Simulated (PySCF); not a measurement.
Zr²⁺: excitation energy

Zr²⁺ [Kr] 4d2 (3F) → Zr²⁺ [Kr] 4d1 5p1 (high-spin determinant), as a difference of total energies. Computed with PySCF 2.14 in def2-TZVPPD with the def2 core potential (28 electrons) (6s4p3d2f1g, 56 functions), with scalar relativity through the core potential. Correlated levels: valence: 4s2 4p6 frozen; valence and next inner shell: nothing frozen outside the core potential. The calculations carry no spin-orbit coupling.

| method | excitation energy (eV) |
| --- | --- |
| UHF | 6.834 |
| LDA | 6.643 |
| PBE | 6.693 |
| PBE0 | 6.863 |
| r2SCAN | 6.903 |
| LC-wPBE | 7.097 |
| wB97M-V | 6.924 |
| revPBE | 6.706 |
| M06-2X | 6.761 |
| MP2 (valence) | 6.848 |
| SCS-MP2 (valence) | 6.839 |
| MP2 (valence and next inner shell) | 6.784 |
| SCS-MP2 (valence and next inner shell) | 6.821 |

Question: How much does correlation contribute at MP2 (valence and next inner shell)?

Answer: 6.784 − (6.834) = -0.050 eV, measured against UHF.

The determinant of the upper state mixes LS terms, which raises its energy above the lowest term, most at the Hartree-Fock and MP2 levels.
